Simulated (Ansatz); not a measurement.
Born–Oppenheimer molecular dynamics of C3H9FO3Si (17 atoms, charge 0, multiplicity 1). It starts from a relaxed structure.

Theory: RKS PBE0-D4/STO-3G in Ansatz.

* ensemble: NVT, Nosé–Hoover chain
* time step: 0.5 fs
* steps asked: 153
* set temperature: 500 K
* thermostat: time constant 300 fs, chain length 1
* seed: 519663

First frame:

```xyz
17
Properties=species:S:1:pos:R:3
Si -0.064 -0.090 -0.250
O 0.195 -0.558 1.365
C -0.995 -0.415 2.178
H -1.853 -1.024 1.821
H -0.749 -0.764 3.197
H -1.345 0.636 2.265
O 1.462 0.036 -0.975
C 2.312 -1.090 -0.633
H 1.959 -2.050 -1.065
H 3.314 -0.887 -1.055
H 2.429 -1.236 0.460
O -0.740 1.458 -0.434
C -2.166 1.426 -0.690
H -2.767 1.172 0.209
H -2.468 2.440 -1.010
H -2.461 0.718 -1.492
F -1.002 -1.197 -0.984
```

(1) How far do the bonds stretch over the last three quarters of this one trajectory? (Pairs bonded in most of those frames.)

## Answers

(1) 
```json
{"bond": "Si1–O2", "mean (Å)": "1.695", "spread (Å)": "0.029", "shortest": "1.65", "longest": "1.74"}
{"bond": "Si1–O7", "mean (Å)": "1.694", "spread (Å)": "0.023", "shortest": "1.65", "longest": "1.73"}
{"bond": "Si1–O12", "mean (Å)": "1.718", "spread (Å)": "0.038", "shortest": "1.65", "longest": "1.76"}
{"bond": "Si1–F17", "mean (Å)": "1.640", "spread (Å)": "0.046", "shortest": "1.56", "longest": "1.70"}
{"bond": "O2–C3", "mean (Å)": "1.460", "spread (Å)": "0.031", "shortest": "1.42", "longest": "1.51"}
{"bond": "C3–H4", "mean (Å)": "1.109", "spread (Å)": "0.019", "shortest": "1.08", "longest": "1.14"}
{"bond": "C3–H5", "mean (Å)": "1.108", "spread (Å)": "0.007", "shortest": "1.09", "longest": "1.12"}
{"bond": "C3–H6", "mean (Å)": "1.111", "spread (Å)": "0.014", "shortest": "1.09", "longest": "1.13"}
{"bond": "O7–C8", "mean (Å)": "1.452", "spread (Å)": "0.011", "shortest": "1.43", "longest": "1.47"}
{"bond": "C8–H9", "mean (Å)": "1.114", "spread (Å)": "0.034", "shortest": "1.06", "longest": "1.17"}
{"bond": "C8–H10", "mean (Å)": "1.107", "spread (Å)": "0.021", "shortest": "1.07", "longest": "1.14"}
{"bond": "C8–H11", "mean (Å)": "1.112", "spread (Å)": "0.024", "shortest": "1.07", "longest": "1.15"}
{"bond": "O12–C13", "mean (Å)": "1.459", "spread (Å)": "0.013", "shortest": "1.43", "longest": "1.48"}
{"bond": "C13–H14", "mean (Å)": "1.111", "spread (Å)": "0.020", "shortest": "1.08", "longest": "1.15"}
{"bond": "C13–H15", "mean (Å)": "1.108", "spread (Å)": "0.022", "shortest": "1.07", "longest": "1.15"}
{"bond": "C13–H16", "mean (Å)": "1.113", "spread (Å)": "0.029", "shortest": "1.06", "longest": "1.16"}
```

Mean temperature of the second half: 248 K. The conserved energy stayed within 0.33 meV per atom of its start (net change 0.2 meV per atom), so the integration is sound. The mean temperature of the second half is 50 % below the set value. A run of 0.076 ps of so small a system gives no equilibrium averages. Limits of this set-up: minimal basis.

The run took 13 min on 1 thread of Arm Neoverse V2, on a shared host, peak memory 0.15 GiB.
